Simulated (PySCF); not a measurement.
A series of substituents X on one scaffold: SiH2(OH)-X. All species are isolated molecules in the gas phase. One relaxed conformer stands for each flexible species; it need not be the lowest. Strings in code marks are SMILES.

The numbers are results of B3LYP-D3(BJ)/def2-TZVP // PBE0-D4/def2-TZVP (PySCF 2.14.0), not measurements. B3LYP has the VWN-RPA correlation part, as in Gaussian. Delta-SCF ions had no search for a lower state. 

| species | vertical ionisation energy (Delta-SCF) (eV) | HOMO (eV) | S1 oscillator strength |
|---|---|---|---|
| X = isopropyl | 9.74 | -7.59 | 0.002 |
| X = methylthio (`O[SiH2]SC` (C–S–Si–O torsion 152°, S–Si–O–H torsion -50°)) | 9.17 | -6.77 | 0.006 |
| X = ethynyl (`[SiH2](O)C#C`) | 10.46 | -8.06 | 0.000 |
| X = difluoromethyl (`FC(F)[SiH2]O` (H–O–Si–C torsion 51°, O–Si–C–F torsion -53°)) | 10.77 | -8.29 | 0.001 |
| X = fluoromethyl (`O[SiH2]CF` (H–O–Si–C torsion 60°, O–Si–C–F torsion -60°)) | 10.62 | -8.16 | 0.003 |
| X = AlH2 (`O[SiH2][AlH2]`) | 9.29 | -7.05 | 0.008 |
